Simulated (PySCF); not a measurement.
**Vertical ionisation of several complexes**

Computed with PySCF 2.14.0, TPSS, def2-SVP on the ligands and scalar-relativistic core potentials on the metal (def2; Stuttgart 1997 for actinides; CRENBL for Ra), no spin-orbit coupling, vacuum. One electron is taken off at the relaxed geometry; the lower of the one or two spin states computed is given. Charges are Mulliken's.

```json
{"compound": "[OsH4(NO)]−", "state": "singlet", "point group": "Cs", "M–first ligand (Å)": "1.681", "ionisation energy (eV)": "3.14", "−ε(HOMO) (eV)": "-0.01", "state after": "doublet", "change of charge on M (e)": "0.36", "spin on M after (e)": "0.42"}
{"compound": "[ReO3F]−", "state": "doublet", "point group": "Cs", "M–first ligand (Å)": "1.754", "ionisation energy (eV)": "2.46", "−ε(HOMO) (eV)": "-0.82", "state after": "singlet", "change of charge on M (e)": "0.44", "spin on M after (e)": "0.00"}
{"compound": "[Au(O2)2]−", "state": "triplet", "point group": "C2", "M–first ligand (Å)": "2.056", "ionisation energy (eV)": "2.65", "−ε(HOMO) (eV)": "-0.52", "state after": "quartet", "change of charge on M (e)": "0.27", "spin on M after (e)": "0.00"}
```

What follows for compound [ReOCl6]−, state singlet, point group C5v, M–first ligand (Å) 1.708?

ionisation energy (eV): 4.29, −ε(HOMO) (eV): 1.78, state after: doublet, change of charge on M (e): 0.02, spin on M after (e): -0.04.

One start shape was tried for each compound. Distances are means of the shortest metal–ligand contacts. Small gap, closed shell not tested for a spin-broken solution: [ReOCl6]−. Open shells may have lower solutions than those found. Not shown here to be minima: [OsH4(NO)]−, [ReOCl6]−, [ReO3F]−, [Au(O2)2]−. Where the spin on M lies well between 0 and 1 the hole is shared, which such functionals overdo.
